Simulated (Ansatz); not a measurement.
Geometry optimisation, RKS PBE/def2-SVP (Ansatz).

input.yaml

```yaml
crystal:
  periodic: [false, false, false]
  atoms:
    - { symbol: F, position_ang: [-1.42059, 0.77601, -1.41443] }
    - { symbol: B, position_ang: [-0.40303, 0.95543, -0.60333] }
    - { symbol: Si, position_ang: [0.34194, -0.54228, 0.44125] }
    - { symbol: F, position_ang: [-0.43774, -1.92018, 0.1022] }
    - { symbol: H, position_ang: [-0.00498, 2.06572, -0.5729] }
    - { symbol: H, position_ang: [0.37705, 0.33447, 0.00888] }
    - { symbol: H, position_ang: [0.18986, -0.44426, 1.89444] }
basis:
  gaussian: { orbitals: def2-SVP }
hamiltonian:
  xc: pbe
relax:
  f_tol: 0.02
  max_steps: 50
```

Run as:

```bash
$ ansatz run input.yaml --threads 1 --pin off --max-ram 2048MiB --backend cpu --events-out ev --progress --plain --runs-dir out
```

Where does it end, and by what steps?

It converged. After 15 steps the energy has fallen by 9.010 eV; H7 moved furthest, 1.41 Å. The start is strongly strained (largest force component 28 eV/Å). Joined: B2–H7.

```json
{"step": "0", "energy less start (eV)": "0.0000", "largest force component (eV/Å)": "27.978", "accepted": "yes"}
{"step": "1", "energy less start (eV)": "-4.4772", "largest force component (eV/Å)": "10.624", "accepted": "yes"}
{"step": "2", "energy less start (eV)": "-6.3161", "largest force component (eV/Å)": "3.886", "accepted": "yes"}
{"step": "3", "energy less start (eV)": "-7.0014", "largest force component (eV/Å)": "1.329", "accepted": "yes"}
{"step": "4", "energy less start (eV)": "-7.5055", "largest force component (eV/Å)": "1.219", "accepted": "yes"}
{"step": "5", "energy less start (eV)": "-7.8639", "largest force component (eV/Å)": "1.215", "accepted": "yes"}
{"step": "6", "energy less start (eV)": "-8.0520", "largest force component (eV/Å)": "0.990", "accepted": "yes"}
{"step": "7", "energy less start (eV)": "-8.2628", "largest force component (eV/Å)": "0.578", "accepted": "yes"}
{"step": "8", "energy less start (eV)": "-8.5207", "largest force component (eV/Å)": "0.905", "accepted": "yes"}
{"step": "9", "energy less start (eV)": "-8.8141", "largest force component (eV/Å)": "0.992", "accepted": "yes"}
{"step": "10", "energy less start (eV)": "-8.8926", "largest force component (eV/Å)": "1.438", "accepted": "yes"}
{"step": "11", "energy less start (eV)": "-8.9971", "largest force component (eV/Å)": "0.319", "accepted": "yes"}
{"step": "12", "energy less start (eV)": "-8.9866", "largest force component (eV/Å)": "0.662", "accepted": "no"}
{"step": "13", "energy less start (eV)": "-9.0092", "largest force component (eV/Å)": "0.070", "accepted": "yes"}
{"step": "14", "energy less start (eV)": "-9.0100", "largest force component (eV/Å)": "0.046", "accepted": "yes"}
{"step": "15", "energy less start (eV)": "-9.0103", "largest force component (eV/Å)": "0.013", "accepted": "yes"}
```

```xyz
7
Properties=species:S:1:pos:R:3
F -1.481 0.770 -1.031
B -0.396 0.899 -0.239
Si 0.671 -0.870 0.721
F -0.316 -2.039 0.100
H 0.072 2.003 -0.001
H 0.648 0.153 -0.659
H -0.556 0.309 0.965
```

Whether the end is a true minimum wasn't checked by a vibrational analysis.

The run took 38 s on 1 thread of Arm Neoverse V1 (shared host), peak memory 0.25 GiB.
